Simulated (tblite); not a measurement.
Species: C₄H₅Cl₃Si.
Atom-mapped SMILES: `[CH2:1]=[C:2]1[SiH2:3][C@H:4]1[C:5]([Cl:6])([Cl:7])[Cl:8]` (hydrogens: H9, H10 on C1; H11, H12 on Si3; H13 on C4)

Computed with GFN2-xTB (tblite), gas phase: L-BFGS steps from a force-field or distance-geometry start until the largest atomic force falls under 0.01 eV/Å.

Step 28: E = -718.6166 eV
```
atom  x, y, z in Å  |  force x, y, z in eV/Å
C1      1.8104   -1.0146   -0.1929   -0.039   0.041  -0.003
C2      0.9877    0.0040   -0.0733    0.080   0.000  -0.054
Si3     0.4046    1.7549   -0.2666    0.050   0.031   0.011
C4     -0.3537    0.2141    0.5907   -0.044  -0.057   0.030
C5     -1.5104   -0.5304    0.0512   -0.100  -0.021   0.035
Cl6    -1.3326   -2.3120    0.2622   -0.002  -0.034   0.028
Cl7    -3.0094   -0.0549    0.9043   -0.011   0.013  -0.038
Cl8    -1.7534   -0.2448   -1.6818    0.057  -0.001   0.006
H9      1.5662   -1.9805    0.2266    0.034  -0.013  -0.043
H10     2.7536   -0.9361   -0.7098   -0.019   0.007  -0.001
H11     0.9017    2.7111    0.7064    0.029   0.035  -0.012
H12    -0.1452    2.2498   -1.5083   -0.005  -0.008  -0.007
H13    -0.3241    0.1400    1.6735   -0.028   0.006   0.048
```

Step 29: E = -718.6178 eV
```
atom  x, y, z in Å  |  force x, y, z in eV/Å
C1      1.8101   -1.0164   -0.1971   -0.023   0.046   0.005
C2      0.9895    0.0029   -0.0707    0.052   0.036  -0.072
Si3     0.4055    1.7554   -0.2625    0.052   0.025   0.000
C4     -0.3529    0.2117    0.5898   -0.042  -0.022   0.042
C5     -1.5112   -0.5321    0.0537   -0.081  -0.018  -0.001
Cl6    -1.3376   -2.3134    0.2697   -0.008  -0.029   0.038
Cl7    -3.0111   -0.0462    0.8971   -0.007   0.005  -0.030
Cl8    -1.7464   -0.2528   -1.6830    0.053  -0.003   0.012
H9      1.5668   -1.9836    0.2203    0.034  -0.010  -0.056
H10     2.7529   -0.9325   -0.7137   -0.013  -0.009   0.001
H11     0.8972    2.7149    0.7125    0.018   0.007  -0.036
H12    -0.1469    2.2474   -1.5058    0.011  -0.014   0.016
H13    -0.3203    0.1452    1.6721   -0.045  -0.014   0.080
```

Step 30: E = -718.6189 eV
```
atom  x, y, z in Å  |  force x, y, z in eV/Å
C1      1.8096   -1.0174   -0.2012    0.004   0.037   0.006
C2      0.9919    0.0028   -0.0691   -0.011   0.053  -0.058
Si3     0.4074    1.7562   -0.2586    0.032   0.009  -0.006
C4     -0.3526    0.2091    0.5895   -0.023   0.019   0.045
C5     -1.5132   -0.5339    0.0562   -0.025  -0.008  -0.028
Cl6    -1.3427   -2.3153    0.2778   -0.019  -0.018   0.046
Cl7    -3.0129   -0.0374    0.8894   -0.011  -0.004  -0.020
Cl8    -1.7384   -0.2608   -1.6840    0.044  -0.007   0.014
H9      1.5682   -1.9867    0.2127    0.027  -0.001  -0.063
H10     2.7519   -0.9293   -0.7175    0.000  -0.020  -0.002
H11     0.8930    2.7187    0.7181    0.013  -0.010  -0.051
H12    -0.1488    2.2445   -1.5029    0.025  -0.015   0.032
H13    -0.3178    0.1501    1.6721   -0.056  -0.034   0.084
```

Question: Estimate the geometry and energy of step 31. (The exact step hangs on the optimiser's Hessian estimate; all steps are aligned on step 30, rigid shifts and turns removed.)

Answer: E = -718.6199 eV, largest force 0.100 eV/Å
```
atom  x, y, z in Å  |  force x, y, z in eV/Å
C1      1.8092   -1.0175   -0.2049    0.027   0.023   0.001
C2      0.9939    0.0036   -0.0689   -0.073   0.041  -0.020
Si3     0.4095    1.7571   -0.2553    0.001  -0.009  -0.005
C4     -0.3525    0.2071    0.5901   -0.001   0.049   0.039
C5     -1.5153   -0.5355    0.0580    0.038   0.008  -0.034
Cl6    -1.3476   -2.3173    0.2862   -0.029  -0.004   0.049
Cl7    -3.0145   -0.0292    0.8822   -0.017  -0.013  -0.013
Cl8    -1.7304   -0.2683   -1.6847    0.036  -0.011   0.013
H9      1.5698   -1.9894    0.2046    0.014   0.013  -0.063
H10     2.7512   -0.9271   -0.7209    0.014  -0.022  -0.008
H11     0.8890    2.7217    0.7224    0.016  -0.014  -0.054
H12    -0.1499    2.2418   -1.4998    0.032  -0.011   0.033
H13    -0.3168    0.1536    1.6735   -0.059  -0.051   0.062
```

The energy changes by -0.0010 eV. The first-order estimate −F·Δx gives -0.0014 eV and the mean of the old and new forces, exact on a quadratic surface, -0.0010 eV. The step makes an angle of 73° with the force vector and moves no atom by more than 0.011 Å.

What follows is the cost of the whole relaxation. The run took 0.64 s of wall time on an Arm Neoverse V1 with one thread (shared host).
